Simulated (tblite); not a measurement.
C₃H₄NO₂S (charge -1).
SMILES with atom numbers: `[N:1]#[C:2][CH2:3][CH2:4][S@@:5](=[O:6])[O-:7]` (hydrogens: H8, H9 on C3; H10, H11 on C4)
Bond orders are those of one Lewis drawing.

Computed with GFN2-xTB (tblite), gas phase: L-BFGS steps from a force-field or distance-geometry start until the largest atomic force falls under 0.01 eV/Å.

Step 3: E = -624.5870 eV
```
atom  x, y, z in Å  |  force x, y, z in eV/Å
N1      3.1279    0.1162   -0.3335   -0.223  -0.006  -0.040
C2      2.0305    0.1175    0.0145    0.252   0.013   0.179
C3      0.6683    0.1106    0.4436   -0.098  -0.019   0.032
C4     -0.2509   -0.1333   -0.7436    0.121  -0.022  -0.132
S5     -2.0738   -0.1373   -0.1416   -0.043   0.069  -0.019
O6     -2.0040   -1.2455    0.8543   -0.109   0.189   0.200
O7     -2.1364    1.2329    0.4487   -0.112  -0.180   0.237
H8      0.4175    1.0666    0.9245   -0.070  -0.015  -0.188
H9      0.5123   -0.6694    1.2044   -0.046  -0.015  -0.211
H10    -0.0954   -1.1064   -1.2019    0.174  -0.088  -0.034
H11    -0.1906    0.6505   -1.4954    0.154   0.074  -0.023
```

Step 4: E = -624.6019 eV
```
atom  x, y, z in Å  |  force x, y, z in eV/Å
N1      3.1227    0.1160   -0.3372    0.077  -0.003  -0.089
C2      2.0327    0.1180    0.0261   -0.016   0.011   0.160
C3      0.6675    0.1097    0.4458   -0.014   0.058  -0.240
C4     -0.2403   -0.1326   -0.7500   -0.087  -0.156  -0.028
S5     -2.0818   -0.1373   -0.1434    0.187   0.082   0.134
O6     -2.0080   -1.2348    0.8628   -0.125   0.096   0.106
O7     -2.1404    1.2255    0.4608   -0.133  -0.102   0.126
H8      0.4147    1.0645    0.9150   -0.115   0.104  -0.073
H9      0.5106   -0.6685    1.1930   -0.114  -0.198   0.028
H10    -0.0881   -1.1110   -1.2034    0.166   0.010  -0.031
H11    -0.1843    0.6533   -1.4955    0.174   0.099  -0.094
```

Step 5: E = -624.6104 eV
```
atom  x, y, z in Å  |  force x, y, z in eV/Å
N1      3.1200    0.1158   -0.3408    0.148  -0.002  -0.069
C2      2.0350    0.1185    0.0357   -0.081   0.012   0.076
C3      0.6663    0.1097    0.4437    0.026   0.039  -0.223
C4     -0.2352   -0.1340   -0.7549   -0.134  -0.125  -0.005
S5     -2.0834   -0.1375   -0.1425    0.208   0.153   0.161
O6     -2.0127   -1.2261    0.8698   -0.098  -0.034   0.103
O7     -2.1452    1.2204    0.4711   -0.108  -0.057   0.043
H8      0.4109    1.0650    0.9077   -0.130   0.119  -0.029
H9      0.5076   -0.6712    1.1861   -0.134  -0.197   0.080
H10    -0.0805   -1.1140   -1.2050    0.146   0.046  -0.044
H11    -0.1773    0.6563   -1.4969    0.156   0.046  -0.093
```

Step 6: E = -624.6187 eV
```
atom  x, y, z in Å  |  force x, y, z in eV/Å
N1      3.1184    0.1155   -0.3456    0.109   0.001   0.003
C2      2.0385    0.1194    0.0471   -0.081   0.008  -0.063
C3      0.6643    0.1096    0.4391    0.057   0.006  -0.079
C4     -0.2320   -0.1364   -0.7615   -0.073  -0.045   0.026
S5     -2.0812   -0.1355   -0.1390    0.103   0.062   0.175
O6     -2.0201   -1.2174    0.8805   -0.033  -0.102   0.040
O7     -2.1530    1.2146    0.4844   -0.039   0.073  -0.010
H8      0.4039    1.0676    0.8983   -0.118   0.053  -0.013
H9      0.5016   -0.6772    1.1787   -0.129  -0.100   0.056
H10    -0.0687   -1.1172   -1.2081    0.095   0.081  -0.060
H11    -0.1661    0.6597   -1.4999    0.109  -0.036  -0.077
```

Question: Estimate the geometry and energy of step 7. (The exact step hangs on the optimiser's Hessian estimate; all steps are aligned on step 6, rigid shifts and turns removed.)

Answer: E = -624.6218 eV, largest force 0.122 eV/Å
```
atom  x, y, z in Å  |  force x, y, z in eV/Å
N1      3.1188    0.1154   -0.3470    0.053   0.003   0.038
C2      2.0398    0.1199    0.0497   -0.053   0.003  -0.104
C3      0.6639    0.1095    0.4367    0.033  -0.013   0.025
C4     -0.2324   -0.1376   -0.7636    0.006   0.019   0.026
S5     -2.0783   -0.1344   -0.1348   -0.007   0.030   0.118
O6     -2.0234   -1.2160    0.8851    0.013  -0.107   0.038
O7     -2.1565    1.2143    0.4893    0.010   0.094  -0.010
H8      0.3992    1.0693    0.8946   -0.090  -0.011  -0.024
H9      0.4971   -0.6809    1.1767   -0.102  -0.014   0.003
H10    -0.0626   -1.1170   -1.2104    0.063   0.071  -0.062
H11    -0.1601    0.6602   -1.5023    0.073  -0.075  -0.048
```

The energy changes by -0.0031 eV. The first-order estimate −F·Δx gives -0.0044 eV and the mean of the old and new forces, exact on a quadratic surface, -0.0031 eV. The step makes an angle of 53° with the force vector and moves no atom by more than 0.007 Å.

The cost below is that of the whole relaxation. On an Arm Neoverse V1 with one thread, shared host, this took 0.17 s.
